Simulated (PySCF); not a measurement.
Species: C₃H₇B₃O₃.
Bonds: C1–C2 (double), C2–B3, B3–O4, O4–B5, B5–O6, O6–B7, B7–C8, B7–O9, B3–O9. Hydrogens: H10, H11 on C1; H12 on C2; H13 on B5; H14, H15, H16 on C8.

Torsions of this conformer, `[CH2:1]=[CH:2][B:3]1[O:4][BH:5][O:6][B:7]([CH3:8])[O:9]1`: C1–C2–B3–O4 0°.

The closed-shell ground state was solved at several levels (PySCF, density fitting, gas phase, non-relativistic). One conformer (not necessarily the lowest) at the GFN2-xTB geometry, without solvent, vibrations or thermal averaging.

```csv
level,basis functions,HOMO (eV),LUMO (eV),gap (eV),dipole (D)
PBE0/def2-SVPD,245,-8.22,-1.28,6.94,0.76
CAM-B3LYP/def2-SVPD,245,-9.53,-0.13,9.40,0.72
```

Task: Estimate the row for PBE0/pcSseg-1, a basis of 188 functions; the other rows only guide the guess.

Result: HOMO -8.19 eV, LUMO -1.23 eV, gap 6.96 eV, dipole 0.74 D.

Task: Over all these levels, which gives the widest orbital gap and which the narrowest?

Result: CAM-B3LYP/def2-SVPD (range-separated hybrid) has the widest, 9.40 eV, and PBE0/def2-SVPD (global hybrid, 25 % exact exchange) the narrowest, 6.94 eV. The two share the basis. From the narrowest to the widest the HOMO moves by -1.31 eV and the LUMO by +1.15 eV.

Task: How far do the dipole and the HOMO energy spread over the levels?

Result: The dipole runs from 0.72 to 0.76 D (mean 0.74 D) and the HOMO from -9.53 to -8.19 eV.
